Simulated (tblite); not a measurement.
Compound: C₄H₁₁NOSi₂.
Geometry (GFN2-xTB, Å), atoms numbered from 1 in this order:
```
atom  x, y, z in Å
C1     3.8377   -0.2228   -0.2861
N2     2.5054   -0.2353   -0.8027
C3     1.5633    0.2873   -0.1547
Si4   -0.1913    0.2726   -0.8348
C5    -1.2815   -1.1576   -0.1859
C6    -2.6795   -0.5734    0.0712
Si7   -2.4606    1.2586    0.5591
O8    -0.9914    1.5180   -0.1200
H9     4.1825   -1.2552   -0.2119
H10    4.4767    0.2854   -1.0096
H11    3.9274    0.2685    0.6938
H12    1.7481    0.7679    0.8228
H13   -0.2593    0.4763   -2.2784
H14   -0.8693   -1.5296    0.7554
H15   -1.3360   -2.0134   -0.8580
H16   -3.2211   -1.1697    0.8055
H17   -3.2584   -0.6235   -0.8534
H18   -2.3110    1.4886    1.9936
H19   -3.3914    2.1666   -0.0984
```

Computed with GFN2-xTB (tblite): harmonic, unscaled wavenumbers at the GFN2-xTB geometry, gas phase. Errors from tens to a few hundred cm⁻¹ against measured bands are possible. Modes of hydrogen on silicon can be 10 to 20 % off. One conformer, not necessarily the lowest.

Harmonic wavenumbers (cm⁻¹): 34.6, 56.9, 85.0, 137.7, 167.0, 197.4, 243.8, 247.4, 342.5, 385.5, 436.8, 480.8, 577.2, 588.9, 635.6, 665.3, 684.6, 701.7, 762.8, 767.4, 785.1, 808.3, 825.1, 852.6, 923.2, 1035.7, 1038.8, 1058.9, 1077.7, 1129.3, 1132.9, 1259.6, 1272.1, 1310.2, 1384.1, 1455.6, 1470.2, 1477.0, 1492.4, 1722.6, 2274.2, 2292.0, 2308.6, 2758.1, 2869.9, 2951.7, 2965.9, 2981.8, 2986.7, 2995.9, 2998.3.

A = 3741, B = 692.4, C = 632.2 MHz; mass 145.038 u (most abundant isotopes); point group C1, symmetry number 1.

Problem. What is the zero-point energy?

Solution. ½Σν̃ = 31047 cm⁻¹ = 88.77 kcal/mol.

Problem. Entropy at 500 K, 1 bar (ideal gas, RRHO, classical rotation)?

Solution. Translation 43.42, rotation 31.20, vibration 55.00: S = 129.6 cal/(mol K).

Problem. And Cp and H(500 K) − H(0)?

Solution. Cp = 60.07 cal/(mol K), of which vibrations give 52.12 (their classical limit is 51 R = 101.3); H(500 K) − H(0) = 17.83 kcal/mol without the zero-point energy, 13.85 from vibrations.

Problem. Which modes carry the vibrational entropy at 500 K?

Solution. 34.6 cm⁻¹: 6.57; 56.9 cm⁻¹: 5.59; 85.0 cm⁻¹: 4.79; 137.7 cm⁻¹: 3.84; 167.0 cm⁻¹: 3.46; 197.4 cm⁻¹: 3.14 cal/(mol K); the other 45 give 27.61 together.

Problem. Blend soft modes into free rotors: weight 1/[1 + (100 cm⁻¹/ν̃)⁴] for the oscillator and the rest for a rotor with moment μB/(μ + B), μ = h/(8π²ν), B = 10⁻⁴⁴ kg m². What vibrational entropy results?

Solution. 50.28 cal/(mol K) in place of 55.00, which changes −T·S at 500 K by +2.36 kcal/mol.

Problem. What must be added to the electronic energy to get the Gibbs energy at 500 K and 1 bar?

Solution. ZPE + [H(500 K) − H(0)] − T·S = 88.77 + 17.83 − 64.81 = 41.79 kcal/mol.

Problem. How do the functions run with temperature in this model?

Solution. 
| T (K) | S (cal/(mol K)) | Cp (cal/(mol K)) | H − H(0) (kcal/mol) | G − H(0) (kcal/mol) | ln q(vib) |
| --- | --- | --- | --- | --- | --- |
| 100 | 72.2 | 19.8 | 1.38 | -5.83 | 2.24 |
| 200 | 89.1 | 30.6 | 3.89 | -13.94 | 5.18 |
| 300 | 103.7 | 41.8 | 7.52 | -23.59 | 8.06 |
| 800 | 161.9 | 77.0 | 38.63 | -90.89 | 21.74 |
| 1000 | 179.9 | 84.4 | 54.81 | -125.11 | 26.63 |

q(vib) and H(0) count from the zero-point level.

Hindered rotation and anharmonicity are outside this model. Other conformers, if any are populated, would add a mixing term that is left out. The structure is chiral; the term R ln 2 for an equal mix with its mirror image is left out.
